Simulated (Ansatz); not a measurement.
Job for Ansatz (a program for electronic structure): R-BHLYP/def2-TZVPP on CH4 (SMILES C).

Ansatz 0.2 input:
```yaml
crystal:
  periodic: [false, false, false]
  atoms:
    - {symbol: C, position_ang: [0.00000000, 0.00000000, -0.00000000]}
    - {symbol: H, position_ang: [0.62892441, 0.62892441, 0.62892441]}
    - {symbol: H, position_ang: [-0.62892441, -0.62892441, 0.62892441]}
    - {symbol: H, position_ang: [0.62892442, -0.62892442, -0.62892441]}
    - {symbol: H, position_ang: [-0.62892442, 0.62892442, -0.62892441]}
basis:
  gaussian:
    orbitals: def2-TZVPP
hamiltonian:
  xc: {name: BHLYP}
scf: {lower_state_search: off}
```

The log:

```
WARN ansatz: RAYON_NUM_THREADS=4 ignored (pool sized by the plan → 4); use --threads N
Functional definition: BHLYP
these checks for a lower state are left out or cut short: stability, starts, cluster_reference, orbital_swaps, neighbouring_geometries, increment
integrals: 0.01 GiB planned
457 factors; their error is unknown
mean field: 0.17 GiB planned
mean field evaluation 1: about -1099.0659 eV, gradient 3.7e1 eV
mean field evaluation 2: about -1100.1196 eV, gradient 2.9e1 eV
mean field evaluation 4: about -1102.1325 eV, gradient 9.4e-2 eV
mean field evaluation 8: about -1102.1301 eV, gradient 7.5e-5 eV
mean field -1102.13012385 eV, -40.5025350010 hartree, gradient 8.9e-6 eV, S^2 0.000000; 0 other end points of the search recorded, 0 dependent functions left out
reference -1102.13024860 eV, -40.5025395853 hartree; 5, 5 occupied and 82, 82 virtual orbitals, 457 factors
Total energy: -1102.13024860 eV, -40.5025395853 hartree
Checks for a lower state left out: stability, starts, cluster_reference, orbital_swaps, neighbouring_geometries, increment
```

The calculation finished and met its thresholds.

Cost: very roughly 0.19 core-seconds.
